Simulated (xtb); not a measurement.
Input for xtb: GFN2-xTB on AsH5 (a complex), monomers drawn apart or pushed together.

```
$ xtb mol.xyz --gfn 2 --sp --chrg 0 --uhf 0
6

As    -0.01652219    -0.20099965    -0.24595522
H     -1.13293795     0.52466262     0.49771225
H      1.05462639     0.42673172     0.63978478
H     -0.13015301    -1.42010948     0.66334398
H     -0.39538334     0.21530901     6.89491676
H     -0.36441598     0.17681330     6.15212779
```

The head of its log:

```
[...]
           -------------------------------------------------
          |                Calculation Setup                |
           -------------------------------------------------



molecular fragmentation (1/2 indicates fragments):
111122
# atoms in fragment 1/2:     4     2
 fragment masses (1/2) :       77.95        2.02
CMA distance (Bohr)    :  12.771
constraining FC (au)   :  0.0500

           -------------------------------------------------
          |                 G F N 2 - x T B                 |
           -------------------------------------------------

        Reference                      10.1021/acs.jctc.8b01176
      * Hamiltonian:
        H0-scaling (s, p, d)           1.850000    2.230000    2.230000
        zeta-weighting                 0.500000
      * Dispersion:
        s8                             2.700000
        a1                             0.520000
        a2                             5.000000
        s9                             5.000000
      * Repulsion:
        kExp                           1.500000    1.000000
        rExp                           1.000000
      * Coulomb:
        alpha                          2.000000
        third order                    shell-resolved
        anisotropic                    true
        a3                             3.000000
        a5                             4.000000
        cn-shift                       1.200000
        cn-exp                         4.000000
        max-rad                        5.000000


          ...................................................
          :                      SETUP                      :
          :.................................................:
          :  # basis functions                  15          :
          :  # atomic orbitals                  14          :
          :  # shells                            8          :
          :  # electrons                        10          :
          :  max. iterations                   250          :
          :  Hamiltonian                  GFN2-xTB          :
          :  restarted?                      false          :
          :  GBSA solvation                  false          :
          :  PC potential                    false          :
          :  electronic temp.          300.0000000     K    :
          :  accuracy                    1.0000000          :
          :  -> integral cutoff          0.2500000E+02      :
          :  -> integral neglect         0.1000000E-07      :
          :  -> SCF convergence          0.1000000E-05 Eh   :
          :  -> wf. convergence          0.1000000E-03 e    :
          :  Broyden damping             0.4000000          :
          :  net charge                          0          :
          :  unpaired electrons                  0          :
          ...................................................

 iter      E             dE          RMSdq      gap      omega  full diag
   1     -4.9104099 -0.491041E+01  0.607E+00    6.19       0.0  T
   2     -4.9124727 -0.206280E-02  0.341E+00    6.20       1.0  T
```

Problem. Predict the final total energy.

Solution. -4.8611 hartree.
